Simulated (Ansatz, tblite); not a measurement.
Cost and result up the ladder for Si11H18, a cluster cut from hexagonal silicon (29 atoms). The state is a singlet with charge 0. Geometry: PBE-D4/def2-SVP.

```xyz
29

Si    1.002   -0.399   -2.659
Si    0.774   -1.971   -0.921
Si    2.794    0.918    0.749
Si    1.778   -1.180    1.072
Si   -1.529   -2.351   -0.608
Si    0.222   -1.067    2.833
Si    0.082    1.652   -1.959
Si    1.303    2.515   -0.127
Si   -2.185    1.378   -1.384
Si   -2.532   -0.364    0.160
Si   -1.668    0.224    2.281
H     2.457   -0.211   -3.010
H     0.276   -0.895   -3.886
H     1.449   -3.263   -1.316
H     3.938    0.755   -0.222
H     3.354    1.409    2.061
H     2.857   -2.162    1.468
H    -2.154   -2.769   -1.916
H    -1.748   -3.453    0.399
H    -0.239   -2.466    3.160
H     0.892   -0.492    4.056
H     0.157    2.647   -3.094
H     2.092    3.717   -0.584
H     0.359    2.969    0.956
H    -2.972    1.082   -2.638
H    -2.702    2.668   -0.796
H    -4.023   -0.576    0.295
H    -1.302    1.686    2.304
H    -2.732    0.000    3.326
```

Ansatz on 2 threads of AMD EPYC 7R13 on a shared host and a share (18 GiB) of an NVIDIA H100 80GB HBM3; xTB runs through tblite on one thread. Times are rough, summed over both states, and most runs start from the orbitals of an earlier one. PBE0-D4/def2-TZVP serves as the yardstick here, not as an exact answer. The other state is a triplet.

The xTB rows come from tblite. Single mean-field runs in def2-TZVP are fitted with def2-universal-jkfit.

xTB has no spin-polarisation term.

| level | functions | wall time |
| --- | --- | --- |
| GFN1-xTB | 135 | 0.18 s |
| GFN2-xTB | 117 | 0.23 s |
| PBE-D4/def2-TZVP | 515 | 15 s |
| PBE0-D4/def2-TZVP (with forces) | 515 | 16 s |

(1) Estimate what each level gives for the vertical triplet (eV).

Answers

(1) 
```
                          level  vertical triplet (eV)  difference from PBE0-D4/def2-TZVP (eV)
                       GFN1-xTB                   2.75                                   -1.90
                       GFN2-xTB                   2.99                                   -1.67
               PBE-D4/def2-TZVP                   4.14                                   -0.51
PBE0-D4/def2-TZVP (with forces)                   4.66                                    0.00
```
